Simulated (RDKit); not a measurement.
Job for RDKit: UFF on CHN (SMILES C#N).

```python
from rdkit import Chem
from rdkit.Chem import AllChem, rdDetermineBonds

blocks = [
'''3

C     0.05859355    0.37485032    3.61581276
N     0.11555171    0.03795129    4.71069992
H     0.01326117    0.67426586    2.58292680
''',
]
mol = None
for b in blocks:
    f = Chem.MolFromXYZBlock(b)
    rdDetermineBonds.DetermineBonds(f, charge=0)
    mol = f if mol is None else Chem.CombineMols(mol, f)
Chem.SanitizeMol(mol)
print(Chem.MolToSmiles(Chem.RemoveHs(mol)))
ff = AllChem.UFFGetMoleculeForceField(mol, vdwThresh=100.0, ignoreInterfragInteractions=False)
e = ff.CalcEnergy()
print(f'UFF energy {e:.6f} kcal/mol')
```

The log:

```
C#N
UFF energy 0.248675 kcal/mol
```

The run finished.

Cost: very roughly 0.020 core-seconds.
